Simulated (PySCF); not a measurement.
Numbering as in the mapped SMILES `[CH3:1][NH:2][SiH:3]([OH:4])[OH:5]`. Each H is labelled by its parent atom.

Theoretical values (PySCF 2.14): PBE0-D3(BJ)/def2-SVP geometry, σ from GIAO-B97-2/pcSseg-2. Isolated molecule, relativity neglected, one computed conformer, one averaged value for each set of equivalent atoms.

Chemical shifts δ = σref − σ; TMS for $^{13}$C (183.46 ppm) and $^{1}$H (31.36 ppm) and $^{29}$Si (347.59 ppm); $^{15}$N (259.60 ppm) against NH3; H2O for $^{17}$O (326.24 ppm), all at this level.

```json
{"atoms": "N2", "nucleus": "$^{15}$N", "count": "1", "δ (ppm)": "?"}
{"atoms": "H(C1)", "nucleus": "$^{1}$H", "count": "3", "δ (ppm)": "2.65"}
{"atoms": "H(O4)/H(O5)", "nucleus": "$^{1}$H", "count": "2", "δ (ppm)": "1.27"}
{"atoms": "O4/O5", "nucleus": "$^{17}$O", "count": "2", "δ (ppm)": "56.0"}
{"atoms": "H(Si3)", "nucleus": "$^{1}$H", "count": "1", "δ (ppm)": "4.78"}
{"atoms": "Si3", "nucleus": "$^{29}$Si", "count": "1", "δ (ppm)": "-35.2"}
{"atoms": "C1", "nucleus": "$^{13}$C", "count": "1", "δ (ppm)": "?"}
{"atoms": "H(N2)", "nucleus": "$^{1}$H", "count": "1", "δ (ppm)": "0.73"}
```

**Question.** Fill in the missing shifts.

**Answer.** 
- C1: 29.4 ppm, methyl carbon bonded to N; deshielded by the electronegative neighbour
- N2: 39.0 ppm, nitrogen bonded to C, Si, H

Exchangeable OH/NH protons stand at their gas-phase positions; hydrogen bonding in a real sample shifts them, mostly to higher δ. Shifts are as computed. Against solution values, carbons near 30 ppm lie about +4 ppm off and those near 130 ppm about +7 ppm. Of 1211 compounds with measured shifts, 218 miss one by over three times the rms of a fit or turn the order of signals round; such compounds aren't used in these exercises. Experimental scales use liquid or dissolved standards, which lie at an offset from isolated NH3 (liquid NH3: subtract about 20 ppm) and H2O (liquid H2O: subtract about 36 ppm).
